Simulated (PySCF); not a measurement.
This script is equivalent to a calculation on Al⁻ (aluminium, charge -1).

```python
from pyscf import gto, scf, dft, mp, cc
import basis_set_exchange as bse
mol = gto.M(atom="Al 0 0 0", charge=-1, spin=2, symmetry="D2h",
            basis=gto.basis.parse(bse.get_basis("dyall-acv3z", elements=["Al"], fmt="nwchem")))
mf = scf.UHF(mol)
mf.irrep_nelec = {'Ag': (3, 3), 'B1u': (2, 1), 'B2u': (2, 1), 'B3u': (1, 1)}
mf.kernel()
```

(1) What total energy does it give?

(2) Which occupied shell lies highest, and where?

(3) What is ⟨S²⟩, and what would a pure spin state give?

Results:

(1) -241.88110 hartree (calculated).

(2) 3p α, at -0.613 eV.

(3) 2.018, against 2.00.
